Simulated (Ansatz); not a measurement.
Reaction (ligand exchange at the Sn–C bond): `F[CH2][SnH2][F]` + HI → `[F][SnH2][I]` + `CF`

Calculated with Ansatz (gas phase, PBE0-D4/def2-TZVP geometries, no zero-point term in ΔE). CCSD(T)/CBS is the MP2 limit (def2-TZVPP, def2-QZVPP) plus CCSD(T) − MP2 in def2-TZVPP, frozen cores. This one scheme is used for every species. DFT in def2-TZVPP. B3LYP here is the variant with VWN-RPA as its local correlation; programs differ in this. HSE06 is defined as in plane-wave codes. Elements past krypton have def2 core potentials. For I, Sn outer-core shells are correlated without core-valence functions, which leaves a few kJ/mol of doubt a bond. Each species was taken in one conformer, which may not be the lowest.

| level | ΔE (kcal/mol) | difference from CCSD(T)/CBS |
| --- | --- | --- |
| LDA (SPW92) | -32.1 | 3.8 |
| PBE-D4 | -33.6 | 2.3 |
| revPBE-D4 | -32.9 | 3.0 |
| r2SCAN-D4 | -35.2 | 0.7 |
| B97M-V | -34.3 | 1.6 |
| PBE0-D4 | -35.3 | 0.6 |
| B3LYP-D4 | -34.7 | 1.2 |
| r2SCANh-D4 | -35.7 | 0.2 |
| r2SCAN0-D4 | -36.4 | -0.5 |
| HSE06-D4 | -35.4 | 0.5 |
| BHLYP-D4 | -37.3 | -1.4 |
| CAM-B3LYP-D4 | -33.9 | 2.0 |
| ωB97X-V | -34.2 | 1.7 |
| ωB97M-V | -34.1 | 1.8 |
| B2PLYP | -34.9 | 1.0 |
| PBE-QIDH | -36.1 | -0.2 |
| PBE | -33.5 | 2.4 |
| revPBE | -33.6 | 2.3 |
| BLYP | -33.2 | 2.7 |
| r2SCAN | -35.2 | 0.7 |
| PBE0 | -35.2 | 0.7 |
| r2SCANh | -35.7 | 0.2 |
| r2SCAN0 | -36.4 | -0.5 |
| HSE06 | -35.3 | 0.6 |
| BHLYP | -36.5 | -0.6 |
| CAM-B3LYP | -33.8 | 2.1 |
| LC-ωPBE | -33.7 | 2.2 |
| RPA@PBE/def2-TZVPP | -30.8 | 5.1 |
| MP2/def2-SVP | -36.9 | -1.0 |
| CCSD/def2-SVP | -35.5 | 0.4 |
| CCSD(T)/def2-SVP | -35.2 | 0.7 |
| HF/def2-TZVPP | -39.1 | -3.2 |
| MP2/def2-TZVPP | -35.2 | 0.7 |
| SCS-MP2/def2-TZVPP | -34.6 | 1.3 |
| CCSD/def2-TZVPP | -33.1 | 2.8 |
| CCSD(T)/def2-TZVPP | -32.8 | 3.1 |
| SCS-MP2/def2-QZVPP | -36.4 | -0.5 |
| HF/CBS(def2) | -39.6 | -3.7 |
| MP2/CBS(def2) | -38.3 | -2.4 |
| CCSD/CBS(def2) | -36.2 | -0.3 |
| CCSD(T)/CBS | -35.9 | 0 |

Largest T1 diagnostic among the species: 0.013.

From PBE to PBE0 (25 % exact exchange), in def2-TZVPP and without D4, ΔE moves by −1.7 kcal/mol. In def2-TZVPP, CCSD(T) changes the Hartree–Fock value by +6.4 kcal/mol (the triples alone add +0.4 kcal/mol) and MP2 by +4.0 kcal/mol.
